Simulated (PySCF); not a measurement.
C7H9FN (doublet state).
SMILES with atom numbers: `[CH3:1][C:2]1=[C:3]([F:4])[CH:5]=[C:6]([NH2:7])[CH:8][CH2:9]1` (hydrogens: H10, H11, H12 on C1; H13 on C5; H14, H15 on N7; H16 on C8; H17, H18 on C9)

Structure used (GFN2-xTB), in Å, numbered top down from 1:
```xyz
18
C7H9FN angstrom
C      2.6597   -0.3004   -0.1462
C      1.1879   -0.0753   -0.0524
C      0.6349    1.0302    0.5166
F      1.4532    1.9869    1.0321
C     -0.7365    1.2644    0.6227
C     -1.6418    0.3059    0.1183
N     -2.9979    0.5837    0.1632
C     -1.1671   -0.8377   -0.4586
C      0.2848   -1.1213   -0.6188
H      3.2064    0.5485    0.2545
H      2.9461   -1.1938    0.4115
H      2.9579   -0.4530   -1.1845
H     -1.0880    2.1705    1.0857
H     -3.6096   -0.2100    0.0602
H     -3.2859    1.2352    0.8754
H     -1.8538   -1.5776   -0.8414
H      0.5167   -1.2553   -1.6887
H      0.5242   -2.0947   -0.1612
```

The hyperfine couplings belong to this conformer and change with its torsions.

Method: UKS B3LYP, pcH-1 on C F H N, non-relativistic, mean-field spin-orbit, GIAO (PySCF). Geometry: GFN2-xTB; no solvent, vibrations or thermal averaging. The geometry wasn't refined by DFT: couplings that depend on bond lengths, twists or pyramidal angles can differ widely from those at the functional's own minimum. The SCF solution wasn't tested for stability. ⟨S²⟩ is 0.783 where a pure state has 0.75.

Mulliken spin populations: C1 -0.033, C2 +0.402, C3 -0.173, F4 -0.007, C5 +0.535, C6 -0.167, N7 -0.020, C8 +0.429, C9 -0.083, H10 +0.001, H11 +0.019, H12 +0.018, H13 -0.024, H14 0.000, H15 0.000, H16 -0.019, H17 +0.064, H18 +0.058. Main spin sites, with 60 % or more of the largest population: C2, C5, C8; positions count bonds from the nearest.

Q: Give the computed dipolar 1H tensors of H10, H11, H12, H14, H15, H17, H18.

A: 
```tsv
atom	position	distance from C5 (Å)	T1 (MHz)	T2	T3
H10	2 bonds from C2	4.02	-2.43	-1.80	4.23
H11	2 bonds from C2	4.43	-2.33	-1.92	4.25
H12	2 bonds from C2	4.46	-2.37	-1.85	4.22
H14	3 bonds from C8	3.28	-2.83	-1.33	4.17
H15	3 bonds from C5	2.56	-3.20	-1.45	4.65
H17	2 bonds from C2	3.64	-3.81	-0.17	3.98
H18	2 bonds from C8	3.67	-3.81	-0.21	4.02
```

Q: Estimate them with point dipoles: put each population ρk at its nucleus, leave out the nucleus itself and the atom bound to it, and sum T = Σ [ρk/(2S)]·C·(3 n nᵀ − 1)/r³ with C = μ0 gₑ μB g_N μN/(4π h) = 79.06 MHz Å³.

A: 
```
atom  T1 (MHz)     T2    T3  T3, computed  difference in T3 (%)
 H10     -3.45  -3.21  6.66          4.23                   +58
 H11     -3.63  -3.17  6.80          4.25                   +60
 H12     -3.66  -3.12  6.78          4.22                   +61
 H14     -1.61  -1.23  2.84          4.17                   -32
 H15     -1.91  -1.67  3.58          4.65                   -23
 H17     -5.64  -1.05  6.69          3.98                   +68
 H18     -5.56  -1.13  6.69          4.02                   +67
```

In T3 the estimate is closest for H15 (-23 %, 2.56 Å from C5) and worst for H17 (+68 %, 3.64 Å).

Time: 1.9 min wall (with the writing of density and orbital grids); peak memory 1.1 GiB. Hardware: an Arm Neoverse V1 with one thread, shared host with 32 logical CPUs at a one-minute load of 31.

The SMILES draws the unpaired electron on C8; the largest computed Mulliken spin population is on C5 (0.54 against 0.43).
